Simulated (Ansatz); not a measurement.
Geometry optimisation, Ansatz, RHF/def2-SVP.

The input (input.yaml):

```yaml
crystal:
  periodic: [false, false, false]
  atoms:
    - { symbol: O, position_ang: [-1.59604, 1.30655, 0.03748] }
    - { symbol: Si, position_ang: [-0.00889, 1.3107, -0.02902] }
    - { symbol: O, position_ang: [0.43709, -0.40877, -0.03218] }
    - { symbol: Si, position_ang: [0.69688, -1.9271, -0.13242] }
    - { symbol: H, position_ang: [-2.23122, 1.46984, 0.73186] }
    - { symbol: H, position_ang: [0.71859, 1.72626, 1.15322] }
    - { symbol: H, position_ang: [0.35875, 1.67061, -1.37972] }
    - { symbol: H, position_ang: [1.9314, -2.33362, -0.77111] }
    - { symbol: H, position_ang: [-0.30656, -2.81447, 0.42188] }
total_charge: 1
basis:
  gaussian: { orbitals: def2-SVP }
hamiltonian:
  xc: hf
relax:
  f_tol: 0.02
  max_steps: 50
```

Run as:

```bash
$ ansatz run input.yaml --threads 1 --pin off --max-ram 2048MiB --backend cpu --events-out ev --progress --plain --runs-dir out
```

Task: Where does it end, and by what steps?

Result: The forces met the threshold. The force dipped under the threshold on the way, but the program's further checks kept it going. Limits of this set-up: the dipole of an ion depends on the origin. After 21 steps the energy has fallen by 0.155 eV; O1 moved furthest, 0.59 Å.

```tsv
step	energy less start (eV)	largest force component (eV/Å)	accepted
0	0.0000	1.499	yes
1	-0.1027	0.699	yes
2	-0.1174	0.192	yes
3	-0.1205	0.170	yes
4	-0.1248	0.279	yes
5	-0.1287	0.044	yes
6	-0.1295	0.047	yes
7	-0.1307	0.064	yes
8	-0.1313	0.051	yes
9	-0.1265	0.299	no
10	-0.1331	0.035	yes
11	-0.1354	0.307	yes
12	-0.1370	0.198	yes
13	-0.1493	0.199	yes
14	-0.1444	0.592	no
15	-0.1510	0.147	yes
16	-0.1548	0.020	yes
17	-0.1525	0.194	no
18	-0.1550	0.011	yes
19	-0.1552	0.024	yes
20	-0.1546	0.093	no
21	-0.1553	0.006	yes
```

```xyz
9
Properties=species:S:1:pos:R:3
O -1.493 0.824 0.364
Si 0.028 1.256 -0.014
O 0.740 -0.303 -0.197
Si 0.677 -1.855 -0.159
H -2.222 1.401 0.538
H 0.768 1.898 1.071
H 0.174 1.908 -1.313
H 1.870 -2.593 -0.542
H -0.542 -2.536 0.252
```

Whether the end is a true minimum wasn't checked by a vibrational analysis.

Run time: 47 s on 1 thread of Intel(R) Xeon(R) Platinum 8488C (Sapphire Rapids), on a shared host, peak memory 0.17 GiB.
